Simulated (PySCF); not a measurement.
## Radial density of Nb (niobium, neutral)

UHF, [Kr] 4d3 5s1 5p1, one real determinant (an excited configuration). Computed with PySCF 2.14 in x2c-TZVPPall with one added diffuse shell each of s, p, d, f type (9s7p7d3f1g, 95 functions), with the spin-free X2C one-electron Hamiltonian (Gaussian nucleus).

| r (bohr) | 4πr²ρ (e/bohr) | 4πr²(ρα − ρβ) |
| --- | --- | --- |
| 0.0385 | 46.45 | -0.0013 |
| 0.0648 | 46.72 | 0.0038 |
| 0.109 | 63.65 | 0.0567 |
| 0.183 | 44.03 | 0.2212 |
| 0.308 | 45.94 | 0.3343 |
| 0.518 | 30.69 | 0.0044 |
| 0.872 | 10.28 | 0.6778 |
| 1.47 | 7.268 | 1.7438 |
| 2.47 | 1.708 | 1.2967 |
| 4.15 | 0.5928 | 0.5917 |
| 6.98 | 0.09333 | 0.0933 |
| 11.7 | 0.001526 | 0.0015 |
| 19.7 | 1.534e-05 | 0.0000 |

Densities and radii are taken from the X2C orbitals without a picture-change correction, which distorts them close to the nucleus.

⟨L²⟩ = 13.93 against 20 for a pure G term, so this real determinant mixes terms.
